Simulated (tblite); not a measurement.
Q: Write Cartesian coordinates for `C=C[C@](C[CH2])(N)C` [radical] as optimised with GFN2-xTB. (Doublet state.)

A: 
```xyz
19
C6H12N angstrom
C     -0.5224    2.0392   -0.7763
C     -1.1343    0.7321   -0.5572
C     -0.1878   -0.2964    0.2073
C     -0.9228   -1.6368    0.3123
N      0.1356    0.1491    1.5403
C      1.0605   -0.4875   -0.6099
C      2.2940   -0.4311   -0.1452
H     -0.6577    2.8404   -0.0746
H      0.2251    2.1618   -1.5363
H     -2.0455    0.8230    0.0397
H     -1.3800    0.2572   -1.5106
H     -0.3103   -2.3325    0.8800
H     -1.1088   -2.0528   -0.6743
H     -1.8746   -1.5115    0.8247
H     -0.7010    0.2307    2.1061
H      0.6005    1.0492    1.5129
H      0.8768   -0.6973   -1.6553
H      2.4967   -0.2415    0.8944
H      3.1461   -0.5862   -0.7856
```

Orientation and origin are arbitrary. Atoms count from 1 in this order. C6 (carbon bonded to 2 C and H) is planar (angles 125.4°, 120.5° and 114.1°, sum 360.0°, 0.00 Å off the plane of its three neighbours). The 5 C–C bonds span 1.319 Å (C6=C7, drawn double) to 1.593 Å (C2–C3, drawn single), a spread of 0.274 Å. C1 (carbon bonded to C and 2 H) is almost planar (angles 121.2°, 120.0° and 117.7°, sum 358.9°, 0.07 Å off the plane of its three neighbours). C7 (carbon bonded to C and 2 H) is planar (angles 121.6°, 121.6° and 116.8°, sum 360.0°, 0.00 Å off the plane of its three neighbours).

Bonds between heavy atoms (Å): C1–C2 1.460, C2–C3 1.593, C3–C4 1.532, C3–N5 1.442, C3–C6 1.504, C6=C7 1.319.

The geometry is computed with GFN2-xTB (gas phase). This method treats the open shell by occupation alone, without spin polarisation.

Point group: C1 (no symmetry element, even within 0.4 Å). Its GFN2-xTB frequencies are all real (lowest 71 cm⁻¹). Torsions: H–C1–C2–C3 -93° and 75°, C1–C2–C3–C4 -177°, C2–C3–N5–H 62° and -59°, C2–C3–C6–C7 132°. 3 starts were optimised and ended at 0.00, 0.68 and 1.16 kcal/mol (GFN2-xTB); the lowest of these is shown.

One conformer stands for the species.
